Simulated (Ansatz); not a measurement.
`[F][Sb]([SiH3])[SiH3]` + `OC(O)(O)F` → `OC(O)(F)O[SiH3]` + `[F][SbH][SiH3]`  (cleavage of the Si–Sb bond)

Gas-phase electronic energies from Ansatz, PBE0-D4/def2-TZVP geometries. CCSD(T)/CBS adds triple-zeta CCSD(T) − MP2 to the extrapolated MP2 energy (def2 sets, frozen cores). Functionals use def2-TZVPP. Elements past krypton have def2 core potentials. For Sb outer-core shells are correlated without core-valence functions, which leaves a few kJ/mol of doubt a bond. One conformer a species, not always the lowest.

**Question.** Is it downhill or uphill in electronic energy at CCSD(T)/CBS, and by how much? (Estimate.)

**Answer.** Ansatz gave: Downhill: ΔE = -0.51 eV.

**Question.** What do these levels give: r2SCAN-D4, ωB97X-V, ωB97M-V, PBE0, MP2/def2-QZVPP, MP2/CBS(def2)? (Estimate.)

**Answer.** Computed: r2SCAN-D4 -0.48, ωB97X-V -0.56, ωB97M-V -0.56, PBE0 -0.39, MP2/def2-QZVPP -0.52, MP2/CBS(def2) -0.49 eV.

Largest T1 diagnostic among the species: 0.014.

The D4 term adds +0.03 eV with B3LYP and +0.02 eV with PBE0; it sums over pairs of atoms, weighted by their polarisabilities, and B3LYP, whose exchange is more repulsive, gets the larger term. In def2-TZVPP, CCSD(T) changes the Hartree–Fock value by +0.22 eV (the triples alone add +0.04 eV) and MP2 by +0.23 eV. From PBE to PBE0 (25 % exact exchange), in def2-TZVPP and without D4, ΔE moves by −0.06 eV.

B3LYP here is the variant with VWN-RPA as its local correlation; programs differ in this.
